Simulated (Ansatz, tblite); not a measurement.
Spin states of Pt₃W (the lowest singlet isomer of a short search), each relaxed with PBE-D4/def2-SVP in Ansatz. Electronic energies in the gas phase.

In the def2 sets Pt, W take a core potential; there is no spin–orbit coupling. The xTB rows come from tblite. Correlated methods freeze no core orbitals; core or outer-core shells of W, Pt are correlated, in sets that lack core-valence functions. HOMO above LUMO, or a gap near zero within one spin, warns that the state may not be the lowest or that an electron is smeared out. The structure comes from a short search, and lower isomers may exist.

Singlet geometry (C3v within 0.1 Å):

```xyz
4

W    -0.329   -0.065    0.183
Pt    1.025   -1.700    0.975
Pt    0.212    2.034    0.841
Pt   -0.908   -0.269   -1.999
```

Triplet geometry (Cs within 0.1 Å):

Cartesian coordinates in Å:
```
W -0.212 0.360 0.340
Pt 1.092 0.914 -1.491
Pt -1.447 -0.871 -1.182
Pt 0.567 -0.402 2.333
```

Quintet geometry (Cs within 0.1 Å):

| atom | x (Å) | y (Å) | z (Å) |
| --- | --- | --- | --- |
| W1 | -0.068 | 0.477 | -0.025 |
| Pt2 | -1.037 | 2.491 | -0.425 |
| Pt3 | 0.024 | -1.495 | 1.451 |
| Pt4 | 1.081 | -1.473 | -1.001 |

⟨S²⟩: triplet 2.03 at PBE0-D4/def2-TZVP (pure 2.00), quintet 6.10 at PBE0-D4/def2-TZVP (pure 6.00).

Run but left out: HF/def2-TZVP, PBE-QIDH/def2-TZVP, MP2/def2-TZVP (singlet: restricted singlet, unstable towards broken spin symmetry); BHLYP-D4/def2-TZVP, B2PLYP/def2-TZVP (singlet: restricted singlet, unstable in another Hartree–Fock run and untested here).

Only these spin states were relaxed. The triplet has other bonds than the singlet, so the gap mixes isomer and spin. The quintet has other bonds than the singlet, so the gap mixes isomer and spin.

```
              level  triplet − singlet (kcal/mol)  quintet − singlet (kcal/mol)  lowest of these                                  remarks
           GFN1-xTB                          27.4                          60.2          singlet                                        –
           GFN2-xTB                          18.0                         160.0          singlet                                        –
   PBE-D4/def2-TZVP                          12.6                          42.6          singlet  gap within one spin near zero (quintet)
r2SCAN-D4/def2-TZVP                           7.3                          31.6          singlet                                        –
   B97M-V/def2-TZVP                           5.0                          29.0          singlet                                        –
  PBE0-D4/def2-TZVP                           2.9                          26.4          singlet                                        –
  RPA@PBE/def2-TZVP                          14.2                          37.6          singlet                                        –
```

Change of the quintet − singlet gap on mixing in exact exchange, in kcal/mol: PBE to PBE0 (25 % exact exchange) -16.3.

The xTB methods have no term that favours high spin, so they put low spin too low.
